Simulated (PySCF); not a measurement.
**`[H][Ge]([H])([CH3])[NH]C(C)(C)C`, C5H15GeN**

Geometry (Å), atoms numbered from 1 in this order:
```xyz
22

Ge    0.293    1.810    0.541
H    -0.208    1.807    1.961
H     1.813    1.850    0.629
C    -0.392    3.345   -0.476
H    -0.159    4.279    0.026
H    -1.472    3.275   -0.579
H     0.042    3.383   -1.472
N    -0.382    0.340   -0.276
C    -0.036   -1.052   -0.028
C     0.085   -1.265    1.477
C    -1.165   -1.928   -0.583
C     1.286   -1.426   -0.709
H    -0.550    0.478   -1.265
H     0.261   -2.314    1.702
H     0.913   -0.676    1.869
H    -0.831   -0.944    1.967
H    -2.110   -1.644   -0.127
H    -0.974   -2.977   -0.371
H    -1.251   -1.803   -1.660
H     2.083   -0.783   -0.338
H     1.209   -1.294   -1.787
H     1.547   -2.461   -0.503
```

Method used: PySCF 2.14.0, GIAO BP86/def2-SVP magnetisability, rotational g tensor and spin-rotation constants, non-relativistic, gas phase. Geometry: GFN2-xTB.

The calculation is non-relativistic, which matters for the atoms heavier than Zn.

Task: Give the nuclear spin-rotation constants along the inertial axes (H = +C I·J) beside the isotropic shieldings.

Result: Rotational constants 3.4737, 0.9277, 0.8852 GHz. A star marks the isotopologue with that one atom substituted, in its own axes.
| atom | isotope | Caa (kHz) | Cbb (kHz) | Ccc (kHz) | mean (kHz) | σ (ppm) |
| --- | --- | --- | --- | --- | --- | --- |
| H2 | 1H | -0.289 | -0.037 | -0.005 | -0.110 | 26.8 |
| H3 | 1H | -0.272 | -0.036 | -0.001 | -0.103 | 26.2 |
| H5 | 1H | -0.024 | -0.086 | -0.108 | -0.072 | 31.5 |
| H6 | 1H | -0.392 | -0.058 | -0.038 | -0.162 | 31.4 |
| H7 | 1H | -0.394 | -0.069 | -0.028 | -0.164 | 31.5 |
| N8 | 14N | 0.154 | 0.039 | 0.055 | 0.083 | 213.5 |
| H13 | 1H | -0.459 | -0.003 | -0.101 | -0.188 | 32.3 |
| H14 | 1H | 0.058 | -0.089 | -0.106 | -0.046 | 30.6 |
| H15 | 1H | -0.210 | -0.039 | -0.081 | -0.110 | 30.3 |
| H16 | 1H | -0.356 | -0.105 | 0.019 | -0.147 | 30.4 |
| H17 | 1H | -0.367 | -0.106 | 0.022 | -0.150 | 30.5 |
| H18 | 1H | 0.063 | -0.090 | -0.104 | -0.044 | 30.5 |
| H19 | 1H | -0.408 | 0.004 | -0.079 | -0.161 | 30.8 |
| H20 | 1H | -0.180 | -0.054 | -0.070 | -0.101 | 30.1 |
| H21 | 1H | -0.427 | -0.004 | -0.069 | -0.167 | 31.0 |
| H22 | 1H | 0.048 | -0.091 | -0.099 | -0.048 | 30.5 |
| Ge1 | 73Ge* | -0.857 | -0.251 | -0.242 | -0.450 | 1520.2 |
| C4 | 13C* | 0.340 | 0.091 | 0.090 | 0.174 | 195.7 |
| C9 | 13C* | 0.555 | 0.184 | 0.165 | 0.301 | 141.3 |
| C10 | 13C* | 0.596 | 0.126 | 0.134 | 0.285 | 160.4 |

For the geometry as given, no vibrational averaging.
